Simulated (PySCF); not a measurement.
C$_{4}$H$_{11}$Ge, doublet, geometry from GFN2-xTB; DF-PBE/def2-SV(P) (PySCF).

PySCF was given this input:
```python
from pyscf import gto, scf, dft

mol = gto.Mole()
mol.atom = '''
    C    -1.97700672   -0.98030172   -1.16148263
    C    -1.42317088   -0.42058511    0.16035217
    C    -2.55991540    0.21731044    0.96497003
    C    -0.35012725    0.56300112   -0.11922299
    Ge    1.50824807    0.17356608    0.04396338
    H    -2.75193680   -1.71655844   -0.95973777
    H    -2.40243881   -0.17875974   -1.76119779
    H    -1.18086343   -1.45516813   -1.73091326
    H    -1.00765958   -1.25844953    0.73321782
    H    -2.99800743    1.04456072    0.41034868
    H    -2.18526893    0.59700941    1.91286644
    H    -3.33763283   -0.51596511    1.16719071
    H    -0.67540273    1.51113547   -0.52309340
    H     2.32298182    1.42330078    0.01038261
    H     2.02651158   -0.71839087   -1.05068259
    H     1.78710068   -0.56337778    1.31709077
'''
mol.basis = 'def2-sv(p)'
mol.spin = 1
mol.verbose = 4
mol.build()

mf = dft.UKS(mol)
mf.xc = 'pbe'
mf = mf.density_fit(auxbasis='def2-universal-jkfit')
mf.kernel()
```

**Question.** Write the output that PySCF gives for this input, abridged.

**Answer.** 
```
PySCF version 2.14.0

[INPUT] verbose = 4
[INPUT] num. atoms = 16
[INPUT] num. electrons = 67
[INPUT] charge = 0
[INPUT] spin (= nelec alpha-beta = 2S) = 1
[INPUT] symmetry False subgroup None
[INPUT] Mole.unit = angstrom
[INPUT] Symbol           X                Y                Z      unit          X                Y                Z       unit  Magmom
[INPUT]  1 C     -1.977006720000  -0.980301720000  -1.161482630000 AA   -3.736001247225  -1.852501770240  -2.194884069140 Bohr   0.0
[INPUT]  2 C     -1.423170880000  -0.420585110000   0.160352170000 AA   -2.689403191656  -0.794790669970   0.303021684780 Bohr   0.0
[INPUT]  3 C     -2.559915400000   0.217310440000   0.964970030000 AA   -4.837539008056   0.410657215609   1.823529075113 Bohr   0.0
[INPUT]  4 C     -0.350127250000   0.563001120000  -0.119222990000 AA   -0.661644611247   1.063917924623  -0.225298798852 Bohr   0.0
[INPUT]  5 Ge     1.508248070000   0.173566080000   0.043963380000 AA    2.850175780204   0.327992355714   0.083078747710 Bohr   0.0
[INPUT]  6 H     -2.751936800000  -1.716558440000  -0.959737770000 AA   -5.200406864112  -3.243825328411  -1.813641536701 Bohr   0.0
[INPUT]  7 H     -2.402438810000  -0.178759740000  -1.761197790000 AA   -4.539951381926  -0.337806950698  -3.328181474289 Bohr   0.0
[INPUT]  8 H     -1.180863430000  -1.455168130000  -1.730913260000 AA   -2.231508473215  -2.749869230895  -3.270952006778 Bohr   0.0
[INPUT]  9 H     -1.007659580000  -1.258449530000   0.733217820000 AA   -1.904200632994  -2.378124953288   1.385580869451 Bohr   0.0
[INPUT] 10 H     -2.998007430000   1.044560720000   0.410348680000 AA   -5.665412962111   1.973933681278   0.775446620777 Bohr   0.0
[INPUT] 11 H     -2.185268930000   0.597009410000   1.912866440000 AA   -4.129559786221   1.128184278688   3.614793684472 Bohr   0.0
[INPUT] 12 H     -3.337632830000  -0.515965110000   1.167190710000 AA   -6.307211953057  -0.975032747731   2.205670777037 Bohr   0.0
[INPUT] 13 H     -0.675402730000   1.511135470000  -0.523093400000 AA   -1.276326183484   2.855632175416  -0.988503263568 Bohr   0.0
[INPUT] 14 H      2.322981820000   1.423300780000   0.010382610000 AA    4.389799432144   2.689648667080   0.019620289358 Bohr   0.0
[INPUT] 15 H      2.026511580000  -0.718390870000  -1.050682590000 AA    3.829551874460  -1.357561994688  -1.985502338949 Bohr   0.0
[INPUT] 16 H      1.787100680000  -0.563377780000   1.317090770000 AA    3.377130842224  -1.064629708865   2.488940836493 Bohr   0.0

nuclear repulsion = 340.287314356079
number of shells = 58
number of NR pGTOs = 214
number of NR cGTOs = 110
basis = def2-sv(p)
ecp = {}

******** <class 'pyscf.df.df_jk.DFUKS'> ********
method = DFUKS
initial guess = minao
damping factor = 0
level_shift factor = 0
DIIS = <class 'pyscf.scf.diis.CDIIS'>
diis_start_cycle = 1
diis_space = 8
diis_damp = 0
SCF conv_tol = 1e-09
SCF conv_tol_grad = None
SCF max_cycles = 50
direct_scf = False
number electrons alpha = 34  beta = 33
XC library pyscf.dft.libxc version 7.1.2
    S. Lehtola, C. Steigemann, M. J. T. Oliveira, and M. A. L. Marques,  SoftwareX 7, 1–5 (2018)
XC functionals = pbe
    J. P. Perdew, K. Burke, and M. Ernzerhof,  Phys. Rev. Lett. 77, 3865 (1996)
    J. P. Perdew, K. Burke, and M. Ernzerhof,  Phys. Rev. Lett. 78, 1396 (1997)
    J. P. Perdew, K. Burke, and M. Ernzerhof,  Phys. Rev. Lett. 77, 3865 (1996)
    J. P. Perdew, K. Burke, and M. Ernzerhof,  Phys. Rev. Lett. 78, 1396 (1997)
radial grids:
    Treutler-Ahlrichs [JCP 102, 346 (1995); DOI:10.1063/1.469408] (M4) radial grids

becke partition: Becke, JCP 88, 2547 (1988); DOI:10.1063/1.454033
pruning grids: <function nwchem_prune>
grids dens level: 3
symmetrized grids: False
atomic radii adjust function: <function treutler_atomic_radii_adjust>
small_rho_cutoff = 0
Set gradient conv threshold to 3.16228e-05
tot grids = 185000
init E= -2234.49798649634

cycle= 1 E= -2234.92816196246  delta_E= -0.43  |g|= 0.48  |ddm|= 2.68
cycle= 2 E= -2234.79387149548  delta_E= 0.134  |g|= 0.712  |ddm|= 1.24
cycle= 3 E= -2235.01841275642  delta_E= -0.225  |g|= 0.0744  |ddm|=  0.9
cycle= 4 E= -2235.02141360731  delta_E= -0.003  |g|= 0.0248  |ddm|= 0.125
cycle= 5 E= -2235.02168219479  delta_E= -0.000269  |g|= 0.00914  |ddm|= 0.0398
cycle= 6 E= -2235.02172771861  delta_E= -4.55e-05  |g|= 0.00283  |ddm|= 0.0136
cycle= 7 E= -2235.02173153816  delta_E= -3.82e-06  |g|= 0.000896  |ddm|= 0.00399
cycle= 8 E= -2235.0217319897  delta_E= -4.52e-07  |g|= 0.000309  |ddm|= 0.00148
cycle= 9 E= -2235.02173204546  delta_E= -5.58e-08  |g|= 9.28e-05  |ddm|= 0.000554
cycle= 10 E= -2235.02173204974  delta_E= -4.28e-09  |g|= 3.49e-05  |ddm|= 0.000144
cycle= 11 E= -2235.02173205037  delta_E= -6.33e-10  |g|= 9.87e-06  |ddm|= 5.42e-05
Extra cycle  E= -2235.02173205037  delta_E= 4.09e-12  |g|= 1.09e-05  |ddm|= 2.83e-05
converged SCF energy = -2235.02173205037  <S^2> = 0.75357031  2S+1 = 2.0035671
```
